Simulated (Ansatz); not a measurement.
`C[Si](C)(F)[SeH]`. Charge 0, multiplicity 1. All single points use the PBE0-D4/def2-TZVP geometry. It is one conformer, not always the lowest.

```xyz
12

C     0.579    0.671    1.378
Si    0.354    0.262   -0.416
C    -1.393   -0.196   -0.832
F     0.763    1.548   -1.285
Se    1.840   -1.330   -1.120
H     0.368   -0.202    2.001
H    -0.099    1.475    1.677
H     1.605    0.988    1.574
H    -2.080    0.605   -0.543
H    -1.499   -0.378   -1.903
H    -1.689   -1.106   -0.302
H     1.249   -2.337   -0.228
```

Problem. What is the dipole moment at r2SCAN/def2-TZVPP? (Best estimate.)

Solution. The calculation gave: 2.60 D, with components (-1.78, -0.59, 1.81) D in this frame, pointing from negative to positive charge.

Problem. And with PBE, B3LYP, ωB97M-V? (An estimate is asked.)

Solution. The calculation gave: PBE 2.49 D, B3LYP 2.54 D, ωB97M-V 2.57 D.

Problem. Give the Mulliken charges with r2SCAN, ωB97M-V, PBE in def2-TZVPP. (An estimate is asked.)

Solution. Ansatz gave: 
| atom | r2SCAN | ωB97M-V | PBE |
| --- | --- | --- | --- |
| C1 | -0.31 | -0.43 | -0.37 |
| Si2 | 0.63 | 0.59 | 0.53 |
| C3 | -0.31 | -0.43 | -0.37 |
| F4 | -0.33 | -0.31 | -0.28 |
| Se5 | -0.23 | -0.21 | -0.20 |
| H6 | 0.07 | 0.11 | 0.10 |
| H7 | 0.08 | 0.12 | 0.11 |
| H8 | 0.09 | 0.13 | 0.12 |
| H9 | 0.08 | 0.12 | 0.11 |
| H10 | 0.09 | 0.13 | 0.12 |
| H11 | 0.07 | 0.11 | 0.10 |
| H12 | 0.06 | 0.06 | 0.05 |

B3LYP here is the variant with VWN-RPA as its local correlation; programs differ in this.
